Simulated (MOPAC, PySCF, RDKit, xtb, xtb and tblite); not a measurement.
Relaxed torsion scan: C9H9F3, SMILES CCc1cccc(C(F)(F)F)c1. Scanned: dihedral C1–C2–C3–C4; all other coordinates were relaxed at GFN2-xTB. Points at φ and −φ are mirror images.

Geometry of the scan point at -150° (Å):
```
21

C     -2.9248    -0.6261    -0.2774
C     -2.0608    -0.1277     0.8770
C     -0.6623     0.2660     0.4874
C      0.3732     0.1317     1.4085
C      1.6677     0.5024     1.0948
C      1.9625     1.0186    -0.1551
C      0.9355     1.1615    -1.0754
C      1.2122     1.6952    -2.4507
F      1.2290     0.7164    -3.3799
F      0.2784     2.5723    -2.8615
F      2.3917     2.3242    -2.5517
C     -0.3655     0.7894    -0.7631
H     -3.8586    -1.0272     0.1095
H     -3.1679     0.1769    -0.9678
H     -2.4123    -1.4141    -0.8245
H     -2.0007    -0.9046     1.6425
H     -2.5451     0.7399     1.3369
H      0.1585    -0.2725     2.3874
H      2.4543     0.3866     1.8245
H      2.9690     1.3091    -0.4122
H     -1.1373     0.9180    -1.5051
```

- GFN2-xTB (xtb and tblite)
- MMFF94 // GFN2-xTB (RDKit)
- UFF // GFN2-xTB (RDKit)
- PM6, restricted, heats of formation // GFN2-xTB (MOPAC)
- PM3, restricted, heats of formation // GFN2-xTB (MOPAC)
- GFN1-xTB // GFN2-xTB (xtb)
- RKS-B3LYP/6-31G* = PySCF with restricted B3LYP/6-31G*, spherical d, density fitting // GFN2-xTB
- RHF/6-31G* = restricted Hartree-Fock/6-31G*, spherical d, density fitting // GFN2-xTB (PySCF)
- RHF/STO-3G = restricted Hartree-Fock/STO-3G // GFN2-xTB in PySCF
- RKS-B3LYP/3-21G = restricted B3LYP/3-21G, density fitting // GFN2-xTB in PySCF

Least-squares fit of E(φ) = a0 + Σ (a_n cos nφ + b_n sin nφ), n = 1 to 4, to the 12 scan points, in kJ/mol above the lowest point of each profile (levels whose profile four harmonics don't fit are not listed):

```tsv
method	a0	a1	b1	a2	b2	a3	b3	a4	b4	rms of fit
GFN2-xTB	3.10	0.20	0.00	2.59	0.00	0.00	0.00	-0.65	0.00	0.14
MMFF94	3.05	-0.10	0.00	2.78	0.00	-0.12	0.00	-0.42	0.00	0.16
UFF	9.01	-0.15	0.00	8.89	0.00	-0.17	0.00	-0.41	0.00	0.30
PM6	1.68	0.05	0.00	1.72	0.00	-0.09	0.00	0.01	0.00	0.03
PM3	2.11	0.05	0.00	2.24	0.00	-0.07	0.00	-0.06	0.00	0.18
GFN1-xTB	2.77	0.15	0.00	2.68	0.00	0.02	0.00	-0.20	0.00	0.12
RKS-B3LYP/6-31G*	2.35	0.12	0.00	2.10	0.00	0.12	0.00	-0.50	0.00	0.24
RHF/6-31G*	3.14	0.15	0.00	2.77	0.00	0.12	0.00	-0.59	0.00	0.23
RHF/STO-3G	3.30	0.06	0.00	3.17	0.00	0.01	0.00	-0.36	0.00	0.23
RKS-B3LYP/3-21G	3.34	0.22	0.00	2.81	0.00	0.16	0.00	-0.75	0.00	0.22
```
